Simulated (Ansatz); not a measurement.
System: TeF₂ (charge +1, doublet). 
Structure (B3LYP-D3(BJ)/def2-TZVP (Ansatz, a program for electronic structure) minimum search):
```xyz
3

Te     0.0257    -0.0148     0.3148
F      0.6168     1.2231    -0.9104
F     -0.7651    -1.1378    -0.9084
```
Charge +1, spin multiplicity 2.

Basis-set convergence of Hartree-Fock and CCSD(T) correlation energies (hartree) with Ansatz. Valence correlation only, unless marked. UHF or UKS for open shells. No spin-orbit coupling. Frozen are the shells of the preceding noble gas and the d and f shells that filled before the atom's block. Past Kr the def2 sets carry scalar-relativistic core potentials.

| basis | functions | E(HF) | E(corr, CCSD(T)) |
|---|---|---|---|
| def2-SVP | 54 | -465.34882 | -0.48322 |
| def2-TZVPP | 112 | … | … |

Question: Complete the blanks.

Answer: 
- def2-TZVPP, E(HF): -465.64617
- def2-TZVPP, E(corr, CCSD(T)): -0.64216
